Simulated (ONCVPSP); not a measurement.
**Which change was made? (Ge, ONCV)**

ONCVPSP 4.0.1 input, shortened (lines: element, Z, core and valence counts, functional; n l f; lmax; l rc ep ncon nbas qcut; lloc lpopt rc5 dvloc0; l nproj debl; icmod fcfact rcfact), PBE, fully relativistic:

```
  Ge 32.00    5    2        4      upf
    1    0    2.00
    2    0    2.00
    2    1    6.00
    3    0    2.00
    3    1    6.00
    3    2   10.00
    4    0    2.00
    2
    0    1.50    0.00    5    9    5.30
    1    1.25    0.27    3    8    6.60
    2    0.60    0.00    5   10   18.60
    4    3    0.55    1.00
    0    2    2.90
    1    1    1.00
    2    2    0.90
    0    0.00    0.00
```

Open shells are filled in proportion to 2j + 1.

In the d channel the program set the typed energies aside and used -1.799, 0.250 Ha (j = l + 1/2; the other j can differ).

Cutoffs, loose and tight: the cutoffs (Ha) at which the residual kinetic energy of the hardest occupied pseudo-wave falls to 1 and 0.1 mHa per electron. They do not see the model core or the augmentation charge, which bear on the density cutoff. Test errors are all-electron minus pseudo excitation energies from the reference, over the configurations 3d10 4s2 4p2; 3d10 4s2 4p1; 3d10 4s1; 3d10 4s2 4p1.5; variants that change the core or the reference have their own tests.

The base gives: outcome: generated, projector energies reset by the program; cutoff, loose: 678 Ha; cutoff, tight: 1038 Ha; bound ghosts: s, p3/2, p1/2; GHOST(+) flags above zero: s; largest test error (meV): +58.

**Question.** After one change the result is: outcome: generated, projector energies reset by the program; cutoff, loose: 678 Ha; cutoff, tight: 1038 Ha; bound ghosts: s, p3/2, p1/2; GHOST(+) flags above zero: s; largest test error (meV): -65. Which change was it?
A. reference 3d10 4s2 4p1; wave p scattering state at 0.27 Ha: rc 1.25 bohr, ncon 3, nbas 8, qcut 6.6 1/bohr, 1 projector becomes 4p: rc 1.25 bohr, ncon 3, nbas 8, qcut 6.6 1/bohr, 1 projector
B. p: nbas 6
C. local potential polynomial inside 0.55 bohr (lpopt 3, dvloc0 5.5 Ha)
D. d: qcut 13.5

**Answer.** C. The others give: reference 3d10 4s2 4p1; wave p scattering state at 0.27 Ha: rc 1.25 bohr, ncon 3, nbas 8, qcut 6.6 1/bohr, 1 projector becomes 4p: rc 1.25 bohr, ncon 3, nbas 8, qcut 6.6 1/bohr, 1 projector → outcome: generated, projector energies reset by the program; cutoff, loose: 677 Ha; cutoff, tight: 1037 Ha; bound ghosts: s, p3/2, p1/2; GHOST(+) flags above zero: s, d5/2, d3/2; largest test error (meV): +178 | d: qcut 13.5 → outcome: generated, projector energies reset by the program; cutoff, loose: 1057 Ha; cutoff, tight: 1144 Ha; bound ghosts: s, p3/2, p1/2; GHOST(+) flags above zero: s, d5/2, d3/2; largest test error (meV): +58 | p: nbas 6 → outcome: generated, projector energies reset by the program; cutoff, loose: 678 Ha; cutoff, tight: 1038 Ha; bound ghosts: s, p3/2, p1/2; GHOST(+) flags above zero: s; largest test error (meV): +45.
